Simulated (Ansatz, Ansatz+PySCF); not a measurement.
```xyz
4

C     0.0000    0.0000   -0.5228
O     0.0000    0.0000    0.6733
H     0.0000   -0.9444   -1.1247
H     0.0000    0.9444   -1.1247
```

Basis set: def2-SVP (spherical functions). Left uncorrelated: 2 orbitals. Charge 0, multiplicity 1.

Computed with Ansatz (development build ahead of 0.2.0); each method stands on the lowest determinant of its kind that the runs found. Restricted open shells among the atoms or ions are ROHF, correlated in semicanonical orbitals with singles. Restricted functionals stand beside restricted open-shell atoms, which can lie above the unrestricted atoms usual in DFT and then raise those values.

The atomization energy at this shape (free ground-state atoms in the same class of orbitals less the molecule, no zero-point energy) of singlet CH₂O:

```json
{"method": "ωB97X (unrestricted)", "atomization energy": "373.97 kcal/mol"}
{"method": "ωB97X (restricted)", "atomization energy": "377.41 kcal/mol"}
{"method": "r²SCAN (restricted)", "atomization energy": "379.23 kcal/mol"}
{"method": "r²SCAN (unrestricted)", "atomization energy": "375.41 kcal/mol"}
{"method": "PBE0 (restricted)", "atomization energy": "377.55 kcal/mol"}
{"method": "PBE0 (unrestricted)", "atomization energy": "375.09 kcal/mol"}
{"method": "PBE (restricted)", "atomization energy": "390.87 kcal/mol"}
{"method": "RHF-CCSD(T)", "atomization energy": "356.83 kcal/mol"}
{"method": "RHF-MP2", "atomization energy": "363.75 kcal/mol"}
{"method": "RHF", "atomization energy": "266.00 kcal/mol"}
{"method": "UHF", "atomization energy": "260.29 kcal/mol"}
```

(1) What does PBE (unrestricted) give?

Answers

(1) 388.95 kcal/mol.
